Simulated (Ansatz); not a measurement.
CrH, multiplicity 6 (the spin of the measured ground state), most abundant isotopes (51.9405 and 1.0078 u). Constants from fifth-degree fits in 1/R to seven points on the lowest solution found; no spin–orbit coupling, no relativity up to Kr; ω_e x_e and α_e move by some per cent with the fit.

Correlated levels freeze the inner cores; with def2 sets outer-core shells near the valence are correlated too. CBS(a, b) extrapolates the correlation energy as X⁻³ and adds the Hartree–Fock energy of set b.

Programs: Ansatz (a first-principles code) with Gaussian orbitals. Values without a source in brackets are computed.

| level | r_e (Å) | ω_e (cm⁻¹) | ω_e x_e (cm⁻¹) | α_e (cm⁻¹) |
|---|---|---|---|---|
| PBE/def2-TZVPP | 1.6507 | 1631.1 | 29.3 | 0.185 |
| CCSD(T)/CBS(def2-TZVPP, def2-QZVPP) | 1.6271 | 1854.2 | 40.7 | 0.152 |

D_e from total energies of the atoms and the molecule: 2.27 eV at PBE/def2-TZVPP.

Question: Derive the rotational constants, the centrifugal constant, the fundamental, the zero-point energy and the force constant, and test the Morse rule for the well depth.

Answer: 
μ = 0.98864 u.
- PBE/def2-TZVPP: B_e = 16.8576/(μ r_e²) = 6.2574 cm⁻¹; B₀ = B_e − α_e/2 = 6.1650 cm⁻¹; D = 4B_e³/ω_e² = 3.68e-04 cm⁻¹; fundamental ω_e − 2ω_e x_e = 1572 cm⁻¹; zero-point energy ω_e/2 − ω_e x_e/4 = 808 cm⁻¹; k = μ(2πcω_e)² = 155 N/m; a Morse well would hold ω_e²/(4ω_e x_e) = 2.81 eV against the computed D_e of 2.27 eV
- CCSD(T)/CBS(def2-TZVPP, def2-QZVPP): B_e = 16.8576/(μ r_e²) = 6.4407 cm⁻¹; B₀ = B_e − α_e/2 = 6.3648 cm⁻¹; D = 4B_e³/ω_e² = 3.11e-04 cm⁻¹; fundamental ω_e − 2ω_e x_e = 1773 cm⁻¹; zero-point energy ω_e/2 − ω_e x_e/4 = 917 cm⁻¹; k = μ(2πcω_e)² = 200 N/m

Doubts at one or more of the structures used: T1 above 0.05 (CCSD(T)/CBS(def2-TZVPP, def2-QZVPP)).

Measured for the ground state: r_e 1.6557 Å [Huber and Herzberg (1979), NIST Chemistry WebBook].
